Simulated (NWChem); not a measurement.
# disilazane (Si$_{2}$NH$_{7}$); SMILES [SiH3]N[SiH3]

```xyz
10

Si     0.1023     0.0346     1.5756
N     -0.5629    -0.2929     0.0000
Si     0.1023     0.0346    -1.5756
H     -0.9085     0.7018     2.4544
H      1.2771     0.9344     1.3880
H      0.5539    -1.2030     2.2890
H     -1.4387    -0.8111     0.0000
H      0.5539    -1.2030    -2.2890
H     -0.9085     0.7018    -2.4544
H      1.2771     0.9344    -1.3880
```
Atoms are numbered in this order, from 1.

Level: PBE0/def2-SVP (NWChem), optimised geometry, unscaled harmonic frequencies. 

```json
[
 {"frequency (cm⁻¹)": "30", "IR intensity (km/mol)": "0.4"},
 {"frequency (cm⁻¹)": "72", "IR intensity (km/mol)": "0.0"},
 {"frequency (cm⁻¹)": "216", "IR intensity (km/mol)": "0.7"},
 {"frequency (cm⁻¹)": "376", "IR intensity (km/mol)": "60.6"},
 {"frequency (cm⁻¹)": "605", "IR intensity (km/mol)": "3.3"},
 {"frequency (cm⁻¹)": "640", "IR intensity (km/mol)": "0.1"},
 {"frequency (cm⁻¹)": "707", "IR intensity (km/mol)": "0.6"},
 {"frequency (cm⁻¹)": "725", "IR intensity (km/mol)": "142.0"},
 {"frequency (cm⁻¹)": "826", "IR intensity (km/mol)": "91.1"},
 {"frequency (cm⁻¹)": "920", "IR intensity (km/mol)": "74.5"},
 {"frequency (cm⁻¹)": "930", "IR intensity (km/mol)": "128.8"},
 {"frequency (cm⁻¹)": "931", "IR intensity (km/mol)": "484.0"},
 {"frequency (cm⁻¹)": "956", "IR intensity (km/mol)": "103.3"},
 {"frequency (cm⁻¹)": "965", "IR intensity (km/mol)": "137.7"},
 {"frequency (cm⁻¹)": "992", "IR intensity (km/mol)": "72.8"},
 {"frequency (cm⁻¹)": "1015", "IR intensity (km/mol)": "24.0"},
 {"frequency (cm⁻¹)": "1211", "IR intensity (km/mol)": "177.0"},
 {"frequency (cm⁻¹)": "2205", "IR intensity (km/mol)": "48.0"},
 {"frequency (cm⁻¹)": "2209", "IR intensity (km/mol)": "307.6"},
 {"frequency (cm⁻¹)": "2219", "IR intensity (km/mol)": "191.5"},
 {"frequency (cm⁻¹)": "2227", "IR intensity (km/mol)": "43.0"},
 {"frequency (cm⁻¹)": "2248", "IR intensity (km/mol)": "1.3"},
 {"frequency (cm⁻¹)": "2257", "IR intensity (km/mol)": "160.9"},
 {"frequency (cm⁻¹)": "3608", "IR intensity (km/mol)": "41.5"}
]
```

| Quantity | Value |
|---|---|
| zero-point energy | 41.6 kcal/mol |
| thermal correction to the enthalpy at 298.15 K (with zero-point energy) | 46.1 kcal/mol |
| heat capacity Cv | 20.6 cal/(mol K) |
| entropy at 298.15 K and 1 atm (symmetry number 1) | 79.1 cal/(mol K) |
| dipole moment | 0.89 D |

Rigid rotor and harmonic oscillator; modes under 100 cm⁻¹ make the entropy uncertain.
